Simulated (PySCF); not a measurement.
**C5H3N2S: g tensor and hyperfine couplings**

Species: C₅H₃N₂S (doublet state).
Structure used (GFN2-xTB), in Å, numbered top down from 1:
```xyz
11
C5H3N2S angstrom
C      3.243    0.374   -0.906
C      2.146    0.096   -0.504
C      0.858   -0.233   -0.030
N      0.715   -1.246    0.837
S     -0.827   -1.438    1.238
C     -1.312   -0.047    0.153
C     -2.589    0.367    0.009
N     -0.216    0.432   -0.418
H      4.200    0.621   -1.259
H     -3.392   -0.114    0.536
H     -2.819    1.190   -0.642
```

The hyperfine couplings belong to this conformer and change with its torsions.

As a line formula: `C#Cc1nsc([CH2])n1` [radical].

Method used: PySCF, UKS B3LYP, pcH-1 on C H N S, non-relativistic, mean-field spin-orbit, GIAO. One conformer (not necessarily the lowest) at the GFN2-xTB geometry, without solvent, vibrations or thermal averaging. The geometry wasn't refined by DFT: couplings that depend on bond lengths, twists or pyramidal angles can differ widely from those at the functional's own minimum. No stability test was run, so a lower SCF solution isn't excluded. ⟨S²⟩ is 0.780 where a pure state has 0.75.

| Quantity | Value |
| --- | --- |
| g1, g2, g3 | 2.00211, 2.00640, 2.00829 |
| g_iso | 2.00560 |
| Form of g | rhombic: the two nearest values differ by 31 % of g3 − g1 |
| ⟨S²⟩ | 0.7802 (exact 0.7500) |
| α and β electrons | 32, 31 |
| HOMO–LUMO gap, α and β orbitals | 4.60, 3.60 eV |
| Total energy | -699.91831 Eh |
| Basis functions | 240 |

Isotropic coupling and dipolar principal values T1 to T3, in MHz; ρ(0) is the spin density at the nucleus:

| atom | isotope | a_iso | of which spin–orbit | T1 | T2 | T3 | Mulliken spin population | ρ(0) (bohr⁻³) |
| --- | --- | --- | --- | --- | --- | --- | --- | --- |
| C1 | 13C | -3.7 | 0.0 | -5.8 | 1.8 | 4.0 | -0.04 | -0.0033 |
| C2 | 13C | 5.7 | 0.0 | -1.8 | -0.3 | 2.1 | 0.03 | 0.0050 |
| C3 | 13C | -21.9 | 0.0 | -16.6 | 6.8 | 9.8 | -0.10 | -0.0195 |
| N4 | 14N | 11.8 | 0.1 | -13.5 | -13.4 | 26.9 | 0.26 | 0.0361 |
| S5 | 33S | 5.0 | -0.2 | -23.5 | -19.9 | 43.4 | 0.21 | 0.0153 |
| C6 | 13C | -45.1 | 0.1 | -23.3 | 8.4 | 14.9 | -0.19 | -0.0402 |
| C7 | 13C | 50.9 | -0.2 | -50.8 | -49.8 | 100.5 | 0.66 | 0.0454 |
| N8 | 14N | 9.3 | 0.1 | -10.6 | -10.5 | 21.1 | 0.23 | 0.0287 |
| H9 | 1H | 3.2 | 0.0 | -0.7 | -0.3 | 1.0 | 0.00 | 0.0007 |
| H10 | 1H | -40.4 | 0.0 | -22.9 | -1.4 | 24.3 | -0.03 | -0.0090 |
| H11 | 1H | -40.8 | 0.0 | -23.1 | -1.4 | 24.5 | -0.03 | -0.0091 |

The largest Mulliken spin populations are on C7 (+0.66), N4 (+0.26), N8 (+0.23) and S5 (+0.21). Four atoms exceed +0.15. The positive populations add up to 1.39 and the negative ones to -0.39, together 2S = 1. The angles at C7 add up to 360.0°, so it is planar; its axial dipolar tensor and the negative couplings of its protons fit spin in a p orbital normal to that plane.

Axes: g1 is normal to the molecular plane, g2 points within 9° of the C3–N4 bond and g3 points within 4° of the C6–C7 bond.

Under fast tumbling the dipolar parts average out, and these isotropic splittings remain: 1 × 1H (H11, I = 1/2, 2 lines) with 1.45 mT, 1 × 1H (H10, I = 1/2, 2 lines) with 1.44 mT, 1 × 14N (N4, I = 1, 3 lines) with 0.42 mT, 1 × 14N (N8, I = 1, 3 lines) with 0.33 mT and 1 × 1H (H9, I = 1/2, 2 lines) with 0.12 mT.

H10 and H11 aren't averaged: C7 is flat or nearly so (angle sum 360°), and its turn about the short C7–C6 bond (1.35 Å) is taken as slow.

The 33S coupling of S5 (5.0 MHz) shows only in satellite lines or after enrichment, since that isotope makes up about 0.76 % of natural sulfur.

The 13C coupling of C7 (50.9 MHz) shows only in satellite lines or after enrichment, since that isotope makes up about 1.07 % of natural carbon.
